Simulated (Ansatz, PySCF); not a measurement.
Molecule: CH$_{3}$BF, net charge 0, doublet state. It need not be the lowest isomer of its formula. SMILES: C[B]F
Coordinates optimised at B3LYP-D3(BJ)/def2-TZVP (Ansatz, a quantum-chemistry and plane-wave program):
```xyz
6

B      0.3497     0.4143    -0.1913
F      1.1262    -0.6153     0.0661
C     -1.1918     0.3931     0.0321
H     -1.6139     1.3845     0.1888
H     -1.4713    -0.2661     0.8606
H     -1.6478    -0.0107    -0.8807
```
Charge 0, spin multiplicity 2.

Property: atomisation energy (electronic, to ground-state atoms), in kcal/mol. Cores are frozen in the correlated levels unless marked. UHF or UKS for open shells. Spin-orbit coupling is left out. No relativistic terms. The coupled-cluster limit lacks core correlation, which all-electron functionals hold. CBS(X,Y): correlation extrapolated as X^-3; Hartree-Fock from the larger set.

```
level                                program  atomisation energy (kcal/mol)
----------------------------  --------------  -----------------------------
PBE0/def2-SVP                         Ansatz                          552.8
PBE0-D3(BJ)/def2-TZVPD        Ansatz + dftd3                              ?
TPSSh-D4/def2-TZVPD            PySCF + dftd4                          546.8
LC-wPBE-D4/def2-TZVPD         Ansatz + dftd4                              ?
wB97X-V/def2-TZVPD                    Ansatz                          542.1
B2GP-PLYP-D3(BJ)/def2-TZVPD   Ansatz + dftd3                          539.0
CCSD(T)/CBS(cc-pVTZ,cc-pVQZ)          Ansatz                              ?
```

### Question
Complete the blanks.

### Answer

- PBE0-D3(BJ)/def2-TZVPD, atomisation energy (kcal/mol): 547.8
- LC-wPBE-D4/def2-TZVPD, atomisation energy (kcal/mol): 548.8
- CCSD(T)/CBS(cc-pVTZ,cc-pVQZ), atomisation energy (kcal/mol): 540.5
